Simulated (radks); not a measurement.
Removal energies from the technetium ion Tc8+, [Ar] 3d10 4s2 4p(1/2: 2, 3/2: 3), by Delta-SCF beside the eigenvalue of the level emptied. Calculated with a radial shooting solver on a logarithmic mesh with Libxc functionals: Dirac Kohn-Sham, BLYP, spin-unpolarised, spherical densities, finite nucleus; Fermi nuclear charge, rms radius of each element as measured or else 0.836 A^(1/3) + 0.57 fm. Sub-shells are occupied by j as written (lower j first in brackets).

4p3/2: final configuration [Ar] 3d10 4s2 4p(1/2: 2, 3/2: 2); Delta-SCF (eV) 171.35; -eigenvalue (eV) 161.04
4p1/2: final configuration [Ar] 3d10 4s2 4p(1/2: 1, 3/2: 3); Delta-SCF (eV) 175.20; -eigenvalue (eV) 164.70
4s1/2: final configuration [Ar] 3d10 4s1 4p(1/2: 2, 3/2: 3); Delta-SCF (eV) 203.73; -eigenvalue (eV) 192.74
3d5/2: final configuration [Ar] 3d(3/2: 4, 5/2: 5) 4s2 4p(1/2: 2, 3/2: 3); Delta-SCF (eV) 402.31; -eigenvalue (eV) 378.93
